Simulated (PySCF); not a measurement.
C₆H₅FOS.
Geometry (GFN2-xTB, Å), atoms numbered from 1 in this order:
```
atom  x, y, z in Å
C1     2.2432   -0.9009   -1.3885
C2     1.5288   -0.5173   -0.5092
C3     0.6115   -0.0556    0.5168
C4    -0.4843   -1.0784    0.8143
S5    -1.9966   -0.1177    1.1817
C6    -1.5577    1.0615   -0.1078
F7    -1.8363    0.5524   -1.3533
C8    -0.0403    1.2421    0.0488
O9     0.5179    2.2827   -0.1282
H10    2.8903   -1.2376   -2.1421
H11    1.1820    0.1820    1.4226
H12   -0.2608   -1.7018    1.6758
H13   -0.6871   -1.7089   -0.0524
H14   -2.1112    1.9971   -0.0005
```

Definitions: NICS(0) = −σiso at the ring centroid; NICS(1) = −σiso and NICS(1)zz = −σzz at ±1 Å along the ring normal z. Level: GIAO PBE0/pcSseg-1 (PySCF, non-relativistic, gas phase) on the GFN2-xTB geometry, one conformer.

Ring bond lengths (Å), with Mayer bond orders in brackets: C3–C4 1.528 (0.98), C4–S5 1.829 (0.98), S5–C6 1.802 (1.05), C6–C8 1.536 (0.91), C8–C3 1.526 (0.93).

What do the NICS probes read (ppm)?

```csv
ring,type,NICS(0),"NICS(1), two faces","NICS(1)zz, two faces",rms pucker (Å),"centre to ring atoms, mean (Å)"
C3–C4–S5–C6–C8,5-membered ring with S; formal bonds all single,-3.1,-1.9 / -5.1,-0.8 / -5.5,0.23,1.37
```

What can be read from them?

- C3–C4–S5–C6–C8: mean NICS(1)zz -3.2 ppm, shielded. C3, C4, C6 have four or more neighbours, and the NICS criterion for π rings isn't applied. The two faces differ by 4.7 ppm, so no symmetry operation interchanges them.

What is the mean of the two in-plane components of NICS at the first NICS(1) probe listed for ring C3–C4–S5–C6–C8, 1 Å off the ring?

The isotropic value is a third of the trace: (3 × -1.9 − (-0.8))/2 = -2.4 ppm.

List the ring angles and the Hirshfeld charges of the ring atoms.

- C3–C4–S5–C6–C8: C3 108.8° (-0.025 e), C4 106.3° (-0.068 e), S5 89.9° (+0.016 e), C6 104.2° (+0.043 e), C8 110.7° (+0.162 e); sum 519.9° against 540° for a flat convex ring.
